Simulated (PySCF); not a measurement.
C₃H₉BO. Atoms are numbered in the order given.

```xyz
14

B     -0.5494     0.9412     0.4995
H     -1.5143     1.1343     1.2060
O      0.3454     1.9550     0.4528
H      1.1053     1.7648    -0.1154
C     -0.3854    -0.4140    -0.3052
C     -0.5735    -1.6268     0.6244
C      0.9111    -0.5172    -1.1190
H     -1.2407    -0.4150    -1.0134
H     -0.5734    -2.5736     0.0584
H      0.2410    -1.6911     1.3664
H     -1.5216    -1.5671     1.1815
H      1.0231     0.3180    -1.8326
H      0.9522    -1.4470    -1.7101
H      1.7994    -0.5208    -0.4619
```
Charge 0, spin multiplicity 1.

The structure is a stationary point at B3LYP-D3(BJ)/def2-SVP. The structure was generated by enumeration, and PubChem lists no compound with its InChIKey, so it may never have been made. One conformer was computed; it need not be the lowest.

All values below come from PBE/def2-TZVP (PySCF).

Gas-phase values at a fixed geometry.

Question: Estimate the frontier levels, gap, dipole moment and polarisability. (The exact figures need the calculation; the answer reports its results.)

Answer: 
The highest occupied level is -6.66 eV, the lowest empty level is -0.91 eV and the orbital gap is 5.75 eV. The dipole moment comes out as 1.83 D and the quadrupole, principal values (traceless, Buckingham form, about the centre of nuclear charge) is -6.37, 2.21, 4.16 D·Å. The mean static polarisability is 57.5 bohr³ (8.52 Å³) and the polarisability, principal values is 49.1, 60.7, 62.7 bohr³.
